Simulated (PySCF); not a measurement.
# Trend along the third period: MBi cations

PBE with double-zeta basis sets in PySCF, for the lowest determinant that a PBE0 search found; no spin–orbit coupling. De refers to high-spin ground-configuration atoms (the charge goes to the atom of lower measured ionisation energy or higher electron affinity, which is not always the lowest computed limit). A positive dipole points towards Bi; it is taken about the centre of mass and depends on that origin.

```
 M                   basis  charged atom  state (unpaired electrons)  Re (Å)  ωe (cm⁻¹)  De (eV)   μ (D)
Na                def2-SVP           Na+         quartet (σ ↑, π ↑↑)   3.447       94.2      n/a  -11.63
Mg                def2-SVP           Bi+              triplet (π ↑↑)   2.851        219      n/a   -8.79
Al  cc-pV(D+d)Z/cc-pVDZ-PP           Al+         quartet (σ ↑, π ↑↑)   2.875        182      n/a   -6.18
Si                def2-SVP           Bi+              triplet (π ↑↑)   2.654        305      n/a   -3.45
Cl                def2-SVP           Bi+               doublet (π ↑)   2.397        383      n/a    1.64
```

The shortest bond is that of BiCl⁺ (2.397 Å), the longest that of NaBi⁺ (3.447 Å).

The rows differ in basis set, which adds steps of its own.

The state changes along the series, so neighbouring rows are not always alike in their bonding.

Spin–orbit coupling is left out, which matters for elements this heavy, above all for dissociation energies. States were picked by a PBE0 search and need not be the measured ground states.
